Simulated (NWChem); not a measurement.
# MgSiH3OF; SMILES [F][Mg][O][SiH3]

Program: NWChem. The geometry was optimised at B3LYP/6-31G* (spherical d). One conformer.

Diagonal of the polarisability tensor at PBE/def2-SVPD, static: 47.58, 60.86, 47.45 bohr³.

**Question.** Find the mean polarisability volume, the molar refraction, and the refractive index that an ideal gas of it would have at 273.15 K and 1 atm.

**Answer.** 
1. Mean: one third of the trace = 51.96 bohr³ × 0.14818 Å³/bohr³ = 7.70 Å³.
2. Molar refraction (Lorentz-Lorenz): (4π/3) N_A α = 19.4 cm³/mol.
3. Number density p/kT = 2.687 × 10⁻⁵ Å⁻³; n − 1 = 2π N α = 13.00 × 10⁻⁴.
4. These hold the electronic response alone: vibrational and orientational terms add to the static dielectric constant.
